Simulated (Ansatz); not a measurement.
Reaction: H2BSO (SMILES O[B]S, doublet) → H2BSO (SMILES [O]BS, doublet)
Each species at its own B3LYP-D3(BJ)/def2-TZVP minimum (Ansatz, an electronic-structure program), one conformer.

Quantity: isomerisation energy (electronic), in kJ/mol. UHF or UKS for unpaired electrons; spin-orbit terms are left out. CBS(X,Y): correlation extrapolated as X^-3, Hartree-Fock from the larger set. A bracket is a step between two methods taken in the basis named. The functionals are non-relativistic, so their misses hold any scalar relativity. Double hybrids freeze cores in their MP2 part. '+ core + X2C': CCSD(T) terms for core correlation (cc-pwCVTZ, 1s frozen past Ne) and scalar relativity (cc-pVTZ-DK).

CCSD(T)/CBS(cc-pV(T+d)Z,cc-pV(Q+d)Z) + [CCSDT(Q) - CCSD(T)]/cc-pV(D+d)Z + core + X2C (Ansatz) gives 21.7 kJ/mol.

How far off this value is PBE/def2-TZVPD (Ansatz), in which direction, and which of these levels come nearer: r2SCAN/def2-TZVPD, B3LYP/def2-TZVPD, PBE0/def2-TZVPD, B2PLYP/def2-TZVPD, CCSD(T)/CBS(cc-pV(T+d)Z,cc-pV(Q+d)Z) + core + X2C?

PBE gives 4.3 kJ/mol, 17.4 kJ/mol below it. Differences of the others: r2SCAN/def2-TZVPD (Ansatz) -12.7; B3LYP/def2-TZVPD (Ansatz) -20.7; PBE0/def2-TZVPD (Ansatz) -7.3; B2PLYP/def2-TZVPD (Ansatz) -6.1; CCSD(T)/CBS(cc-pV(T+d)Z,cc-pV(Q+d)Z) + core + X2C (Ansatz) 1.5 kJ/mol. Nearer than PBE: r2SCAN/def2-TZVPD, PBE0/def2-TZVPD, B2PLYP/def2-TZVPD, CCSD(T)/CBS(cc-pV(T+d)Z,cc-pV(Q+d)Z) + core + X2C.
